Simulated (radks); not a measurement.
Task: The lutetium ion Lu14+, 57 electrons, occupied as [Ar] 3d10 4s2 4p5 4d10 4f11 5s1 (not the ground configuration). Method: non-relativistic Kohn-Sham, PBE, spin-polarised, spherical densities, point nucleus; open shells are filled with parallel spins first (spin-orbit coupling, left out, can overturn this in heavy ions); relativity is left out, which matters for an element this heavy; computed with a radial shooting solver on a logarithmic mesh with Libxc functionals. Some entries of the table are withheld. Estimate them.

orbital,occ.,eigenvalue (hartree),r(max) (bohr)
1s up,1,-2160.142,0.01416
1s down,1,-2160.114,0.01416
2s up,1,-360.9541,0.07724
2s down,1,-360.9354,0.07724
2p up,3,-345.8045,0.06001
2p down,3,-345.7792,0.06001
3s up,1,-89.75043,0.2129
3s down,1,-89.64410,0.2129
3p up,3,-82.80020,0.2009
3p down,3,-82.69854,0.2008
3d up,5,-69.84118,0.1590
3d down,5,-69.76268,0.1589
4s up,1,-26.01122,0.4790
4s down,1,-25.81678,0.4791
4p up,3,-23.14031,0.4804
4p down,2,-22.94647,0.4805
4d up,5,-17.92788,0.4774
4d down,5,-17.73652,0.4777
4f up,7,-11.15249,(1)
4f down,4,-10.96253,(2)
5s up,1,(3),1.015
5s down,0,(4),1.018

Result: 
(1) 4f up r(max) (bohr): 0.4403
(2) 4f down r(max) (bohr): 0.4407
(3) 5s up eigenvalue (hartree): -10.73917
(4) 5s down eigenvalue (hartree): -10.59824
